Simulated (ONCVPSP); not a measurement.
# Transferability test, ONCV potential for molybdenum (Mo)

```json
{
  "Element": "Mo (Z = 42)",
  "Generator": "ONCVPSP 4.0.1",
  "Type": "optimised norm-conserving Vanderbilt (ONCV)",
  "Functional": "PBE",
  "Relativity": "scalar-relativistic",
  "Frozen core": "[Ar] 3d10",
  "Valence charge": "14",
  "Reference configuration": "4s2 4p6 4d4 5s2",
  "Partial waves": "4s+5s: rc 2.10 bohr, ncon 4, nbas 7, qcut 7.2 1/bohr, 2 projectors; 4p: rc 1.35 bohr, ncon 4, nbas 7, qcut 7.1 1/bohr, 3 projectors, debl 3.7 Ha; 4d: rc 2.40 bohr, ncon 4, nbas 9, qcut 5.3 1/bohr, 2 projectors, debl 3.3 Ha",
  "Local potential": "polynomial inside 0.85 bohr (lpopt 5, dvloc0 -1 Ha)",
  "Core correction": "polynomial model core, fcfact 0.35"
}
```

Energies are relative to the spin-unpolarised reference configuration 4s2 4p6 4d4 5s2; without spin polarisation the order of configurations can differ from experiment.

Give the all-electron excitation energy and the error of the potential for: 4s2 4p6 4d5 5s1; 4s2 4p6 4d5 5s0; 4s2 4p6 4d4 5s0; 4s2 4p6 4d4 5s1 5p1.

```json
{"valence configuration": "4s2 4p6 4d5 5s1", "charge": "0", "ΔE all-electron (eV)": "-0.198", "error AE − PS (meV)": "+11"}
{"valence configuration": "4s2 4p6 4d5 5s0", "charge": "+1", "ΔE all-electron (eV)": "6.692", "error AE − PS (meV)": "+20"}
{"valence configuration": "4s2 4p6 4d4 5s0", "charge": "+2", "ΔE all-electron (eV)": "22.154", "error AE − PS (meV)": "-11"}
{"valence configuration": "4s2 4p6 4d4 5s1 5p1", "charge": "0", "ΔE all-electron (eV)": "3.541", "error AE − PS (meV)": "-1.3"}
```

Note: ghosts flagged at negative energy: s at -25.6 eV; GHOST(+) flagged for d at 334.7 eV, p at 527.0 eV. A true bound ghost makes a file unfit for plane-wave use.
